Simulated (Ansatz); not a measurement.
System: BPH3, charge 0, doublet. BPH3 (SMILES [PH]B, doublet).
B3LYP-D3(BJ)/def2-TZVP minimum from Ansatz (a quantum-chemistry and plane-wave program):
```xyz
5

B      0.0943    -0.3580    -1.2104
H     -0.6078     0.0790    -2.0676
H      0.8731    -1.2208    -1.4761
P     -0.1324     0.1823     0.5783
H      1.2493     0.1979     0.9212
```
Charge 0, spin multiplicity 2.

Quantity: atomisation energy (electronic, to ground-state atoms), in kcal/mol. UHF or UKS for unpaired electrons; spin-orbit terms are left out. CBS(X,Y): correlation extrapolated as X^-3, Hartree-Fock from the larger set. A bracket is a step between two methods taken in the basis named. Functionals run without relativity, which enters their misses. Double hybrids freeze cores in their MP2 part. '+ core + X2C': CCSD(T) terms for core correlation (cc-pwCVTZ, 1s frozen past Ne) and scalar relativity (cc-pVTZ-DK). Where a partner has so few electrons that a lower coupled-cluster level is exact, that level stands in.

CCSD(T)/CBS(cc-pV(T+d)Z,cc-pV(Q+d)Z) + [CCSDT(Q) - CCSD(T)]/cc-pV(T+d)Z + core + X2C (Ansatz) gives 328.3 kcal/mol.

Task: How far off this value is PBE/def2-TZVPD (Ansatz), in which direction, and which of these levels come nearer: r2SCAN/def2-TZVPD, B3LYP/def2-TZVPD, PBE0/def2-TZVPD, B2PLYP/def2-TZVPD, CCSD(T)/CBS(cc-pV(T+d)Z,cc-pV(Q+d)Z) + core + X2C?

Result: PBE gives 333.6 kcal/mol, 5.3 kcal/mol above it. Differences of the others: r2SCAN/def2-TZVPD (Ansatz) 5.6; B3LYP/def2-TZVPD (Ansatz) 5.6; PBE0/def2-TZVPD (Ansatz) 2.2; B2PLYP/def2-TZVPD (Ansatz) -1.2; CCSD(T)/CBS(cc-pV(T+d)Z,cc-pV(Q+d)Z) + core + X2C (Ansatz) -0.4 kcal/mol. Nearer than PBE: PBE0/def2-TZVPD, B2PLYP/def2-TZVPD, CCSD(T)/CBS(cc-pV(T+d)Z,cc-pV(Q+d)Z) + core + X2C.
